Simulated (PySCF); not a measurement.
Isomers of C5H11Al, from PBE0-D3(BJ)/def2-SVP geometry optimisation, gas phase (PySCF). One conformer each, no zero-point energy, no frequencies.

Problem. Which is lower in electronic energy at this level?
A. `[CH2:1]=[CH:2][AlH:3][CH:4]([CH3:5])[CH3:6]` with C1–C2–Al3–C4 180°, C2–Al3–C4–C5 -172°: A = 6209, B = 1306, C = 1121 MHz, dipole 0.67 D
B. `[AlH2:1][CH:2]1[CH2:3][CH2:4][CH2:5][CH2:6]1` with H–Al1–C2–C3 -34° and 147°, Al1–C2–C3–C4 -88°, C2–C3–C4–C5 -43°, C3–C4–C5–C6 34°, C4–C5–C6–C2 -11°: A = 4771, B = 2049, C = 1787 MHz, dipole 0.94 D

Solution. B. That is `[AlH2][CH]1CCCC1`, 12.9 kcal/mol below the other.

| SMILES | mapped SMILES | E (Eh) | relative (kcal/mol) | relative (kJ/mol) | dipole (D) |
| --- | --- | --- | --- | --- | --- |
| [AlH2][CH]1CCCC1 | [AlH2:1][CH:2]1[CH2:3][CH2:4][CH2:5][CH2:6]1 | -438.99736 | 0.0 | 0.0 | 0.94 |
| C=[CH][AlH][CH](C)C | [CH2:1]=[CH:2][AlH:3][CH:4]([CH3:5])[CH3:6] | -438.97684 | 12.9 | 53.9 | 0.67 |

As drawn, the higher has a C=C bond outside aromatic rings, which the lower lacks.
